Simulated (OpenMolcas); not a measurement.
**Cr2+: effect of the active space**

| Property | Result |
| --- | --- |
| Program | OpenMolcas |
| Method | CASSCF |
| Basis | ANO-L-VTZP |
| Scalar Hamiltonian | non-relativistic, point nucleus |
| Spin-orbit coupling | state interaction with AMFI integrals over the reference wave functions, term energies averaged over their components |

A. 4 electrons in 5 orbitals (3d); 2S+1 = 5 even, 5 roots; 2S+1 = 3 even, 45 roots; 2S+1 = 1 even, 50 roots; cost about 40 core-seconds
B. 4 electrons in 6 orbitals (3d 4s); 2S+1 = 5 even, 15 roots; 2S+1 = 3 even, 90 roots kept (CI in the orbitals of an earlier block); 2S+1 = 1 even, 77 roots kept (CI in the orbitals of an earlier block); cost roughly 60 core-seconds

Energies in cm⁻¹ above 3d⁴ ⁵D₀, the measured ground level; measured values from Sugar and Corliss, J. Phys. Chem. Ref. Data 6, 317 (1977).

```
     Level      A      B  Measured
   3d⁴ ⁵D₀    0.0    0.0       0.0
   3d⁴ ⁵D₁   68.9   74.5      62.2
   3d⁴ ⁵D₂    204    221       183
   3d⁴ ⁵D₃    402    434       357
   3d⁴ ⁵D₄    658    709       576
   3d⁴ ³H₄  19845  20971     17274
   3d⁴ ³H₅  19985  21127     17397
   3d⁴ ³H₆  20144  21304     17531
3d⁴ ³P₀(1)  21476  22673     16771
3d⁴ ³P₁(1)  21878  23120     17169
3d⁴ ³P₂(1)  22616  23937     17851
3d⁴ ³F₂(1)  22805  24122     18452
3d⁴ ³F₃(1)  22860  24182     18511
3d⁴ ³F₄(1)  22942  24272     18583
   3d⁴ ³G₃  25034  26510     20704
   3d⁴ ³G₄  25205  26699     20853
   3d⁴ ³G₅  25358  26869     20996
   3d⁴ ¹I₆  29779  31554     26015
3d⁴ ¹G₄(1)  31352  33242     25139
   3d⁴ ³D₃  32366  34334     25726
   3d⁴ ³D₂  32424  34397     25781
   3d⁴ ³D₁  32482  34463     25848
3d⁴ ¹D₂(1)  39011  41474     32152
   3d⁴ ¹F₃  45111  48046     37005
```

Deviations, from unrounded energies. A percentage is the sum of absolute deviations over the sum of measured energies, with the sign that they share, or ± where signs differ.

```
                        Against measurement  Levels      A      B
             mean absolute deviation (cm-1)      23   4000   5400
      fine structure of the ground term (%)       4  +13.2  +22.1
other terms of the ground configuration (%)      19  +22.1  +29.4
```

A lies closest to measurement on these levels. The largest miss of A in the table is 3d⁴ ¹F₃, by +8100 cm-1. The ranking rests on the paired levels alone, and a cruder setting can come out closer through cancelling errors.

The spin-orbit steps hold different terms of 3d⁴ (B lacks a ¹S), which shifts levels as well.

Between A and B the level of the table that moves most is 3d⁴ ¹F₃, by 2900 cm-1 (lowest in A, highest in B).

Without dynamic correlation excited terms often stand tens of per cent too high (terms of higher spin than the ground term too low), and those without a measured partner can miss by more than the paired ones. Terms from blocks run as CI alone lack orbitals of their own (holds for B). Computed and measured levels are paired by configuration, term and J; levels that our copy of the source lacks, or whose pairing is in doubt (as where it misses far off the trend of its configuration), stay unpaired and out of the deviations. Levels of configurations outside the active space are missing. Levels that lie high or do not pair safely by name in every column are left out.

A number in round brackets counts repeated terms of one configuration in the order of the reference energies.
